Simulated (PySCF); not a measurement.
**Tc: ionisation energy**

Tc [Kr] 4d5 5s2 (6S) → Tc⁺ [Kr] 4d5 5s1 (7S), as a difference of total energies. Computed with PySCF 2.14 in dyall-av2z (22s15p11d2f, 136 functions), with the non-relativistic Hamiltonian (point nucleus). Correlated levels: valence: [Kr] frozen; virtual orbitals above 40 to 60 times the deepest correlated orbital energy dropped. The calculations carry no spin-orbit coupling.

Question: Order these methods by the ionisation energy they give, lowest first.
A. LDA
B. BP86
C. MP2 (valence)
D. revPBE

Answer: C (6.438 eV), D (6.543 eV), B (6.885 eV), A (7.052 eV).

These non-relativistic numbers lack the scalar-relativistic shift.

MP2 underrates the near-degeneracy of ns² with np² in the lower species.

For comparison: 7.119 eV (measured; NIST Atomic Spectra Database, ionization energies).
